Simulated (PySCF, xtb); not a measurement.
B(Cl)(vinyl)(OMe) (C₃H₆BClO), SMILES ClB(C=C)OC.

Coordinates come from a ωB97X-D3(BJ)/def2-SVP optimisation. The values are those of a single conformer.

Calculation: C-PCM-M06-2X/def2-SVP in PySCF.

The values are the electrostatic part of the solvation free energy, E(continuum) − E(gas) at the gas-phase geometry, in a cavity of scaled van der Waals radii (PySCF's table); cavitation and dispersion terms are not included. In vacuum the orbital gap is 9.18 eV. The dipole moment in vacuum is 3.28 D.

Question: Estimate the values in water (ε = 78.36), acetone (ε = 20.49), toluene (ε = 2.37). (The exact figures need the calculation; the answer reports its results.)

Answer: 
| solvent | ε | ΔG(elec) (kcal/mol) | dipole (D) | gap (eV) |
|---|---|---|---|---|
| water | 78.36 | -4.2 | 4.19 | 9.17 |
| acetone | 20.49 | -4.0 | 4.15 | 9.18 |
| toluene | 2.37 | -2.3 | 3.76 | 9.18 |

For comparison, GFN2-xTB/ALPB(water) (xtb, at the GFN2-xTB geometry, all terms of that model) gives -3.1 kcal/mol.
